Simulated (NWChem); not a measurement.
Species: TiH₄; SMILES [TiH4]

```xyz
5

Ti     0.0000     0.0000     0.0000
H     -0.0748    -1.3557     0.9976
H      0.1233     1.3879     0.9472
H     -1.3958     0.0841    -0.9399
H      1.3474    -0.1163    -1.0049
```
Atoms are numbered in this order, from 1.

Computed with NWChem. Pople sets run with spherical d functions. The geometry was optimised at PBE0/def2-SVP. GIAO values for the isolated, static molecule; σ is the absolute isotropic shielding, δ = σ(reference) − σ with the isolated reference molecule computed at the same levels (1H: tetramethylsilane).

Question: Predict the results for B3LYP/6-31G*. Quantities: σ Ti1 (ppm); δ H2 (ppm).

Answer: 
| Quantity | Value |
|---|---|
| σ Ti1 (ppm) | -2364.4 |
| δ H2 (ppm) | 12.63 |
